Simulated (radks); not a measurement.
Values are calculated unless marked as measured or tabulated.
Ionisation of the zinc ion Zn19+, [Ne] 3s1, to [Ne] as the strength of local exchange is varied. Code: a radial shooting solver on a logarithmic mesh with Libxc functionals. Model: scalar-relativistic Kohn-Sham, Slater X-alpha exchange (alpha = 2/3 is LDA exchange), no correlation, spin-unpolarised, spherical densities, finite nucleus; Fermi nuclear charge, rms radius 3.9283 fm.

alpha  E(Zn19+) (hartree)  exchange (hartree)  IE (eV)  -e of the level emptied (eV)  <r> of it (bohr)
0.586         -1586.21276           -39.47266   731.09                   712.23 (3s)            0.5589
0.665         -1591.54583           -44.89475   734.80                   716.26 (3s)            0.5571
0.667         -1591.68100           -45.03233   734.89                   716.37 (3s)            0.5570
0.741         -1596.68770           -50.13353   738.37                   720.15 (3s)            0.5554
0.856         -1604.48926           -58.10276   743.79                   726.06 (3s)            0.5528
0.866         -1605.16886           -58.79814   744.26                   726.58 (3s)            0.5526
0.878         -1605.98464           -59.63309   744.83                   727.19 (3s)            0.5523
0.978         -1612.79350           -66.61256   749.56                   732.35 (3s)            0.5501

NIST Atomic Spectra Database: 737.37 eV (semi-empirical). The Delta-SCF value meets it near alpha = 0.72. Spin polarisation and multiplet splitting are left out, so open shells lie too high by an amount that depends on their filling.

Beside tabulated values, note that spin-unpolarised runs miss the spin-polarisation part of the exchange energy of open shells.
